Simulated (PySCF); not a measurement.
Species: C5H4FS (charge +1).
Numbering: `[F:1][c:2]1[cH:3][cH:4][s+:5][cH:6][cH:7]1` (hydrogens: H8 on C3; H9 on C4; H10 on C6; H11 on C7)

Structure used (PBE0-D3(BJ)/def2-SVP), in Å, numbered top down from 1:
```
atom  x, y, z in Å
F1    -0.1505    2.2973   -0.7421
C2    -0.0698    1.0671   -0.3443
C3    -1.2638    0.3787   -0.0867
C4    -1.2626   -0.9302    0.3337
S5     0.1249   -1.8624    0.5905
C6     1.3797   -0.7935    0.2119
C7     1.2071    0.5065   -0.1998
H8    -2.2117    0.9053   -0.2276
H9    -2.1987   -1.4631    0.5322
H10    2.3797   -1.2265    0.3213
H11    2.0783    1.1281   -0.4243
```

The calculation used core-valence-separated Tamm–Dancoff BHandHLYP/aug-pcX-1 (pcseg-1 on H, def2-SVPD on S) in PySCF, non-relativistic, gas phase, PBE0-D3(BJ)/def2-SVP geometry. No empirical shift is added; at this level the pattern usually sits a few eV under experiment.

The lowest roots of each edge with f over 0.003 (five at most, numbered afresh; weaker and dark ones are left out), with transition dipoles (au) in the frame of the coordinates:

```
root  edge  E (eV)       f       μx       μy       μz
   1     C  282.61  0.0057   0.0008   0.0087   0.0274
   2     C  282.61  0.1225  -0.0037  -0.0406  -0.1266
   3     C  283.04  0.1209  -0.0037  -0.0403  -0.1257
   4     C  283.79  0.0033  -0.0006  -0.0067  -0.0209
   5     C  284.16  0.0767   0.0030   0.0324   0.0998
   6     F  684.08  0.0121  -0.0008  -0.0082  -0.0255
   7     F  687.30  0.0340   0.0029  -0.0427   0.0138
   8     F  689.15  0.0045  -0.0010   0.0156  -0.0050
```

What is the unit vector of the normal of the molecular plane, and which share of each root's |μ|² lies along it?

(-0.03, -0.31, -0.95), up to sign.

```csv
root,core hole on,share along it,final orbital under reflection in the plane
1,C4/C6,1.00,odd
2,C4/C6,1.00,odd
3,C3/C7,1.00,odd
4,C3/C7,1.00,odd
5,C2,1.00,odd
6,F1,1.00,odd
7,F1,0.00,even
8,F1,0.00,even
```

The 1s orbitals of atoms in the plane are even under the reflection, so light polarised along the normal reaches odd orbitals alone (the out-of-plane π set) and light polarised in the plane even ones.

For fixed molecules, how does the intensity of root 2 change when the electric field is turned 45° away from the normal of the molecular plane?

Intensity goes as (E·μ)², and μ lies along that direction, so it falls to cos²45° = 0.50 of its maximum; it vanishes at 90°.

Molecules are fixed in this frame and the field points along y. What effective strengths 3 f cos²θ do the roots have (θ between field and μ)?

root 1 (C4/C6): 0.002, root 2 (C4/C6): 0.034, root 3 (C3/C7): 0.034, root 4 (C3/C7): 0.001, root 5 (C2): 0.022, root 6 (F1): 0.003, root 7 (F1): 0.092, root 8 (F1): 0.012. Root 7 is the strongest. Averaged over all orientations cos²θ is 1/3, which gives f back. For degenerate partners only the sum has meaning, as the program may mix them freely.

Hardware: an Arm Neoverse V1 with one thread, no GPU, shared host. Cost: 21 s of wall time, 0.94 GiB resident at most.
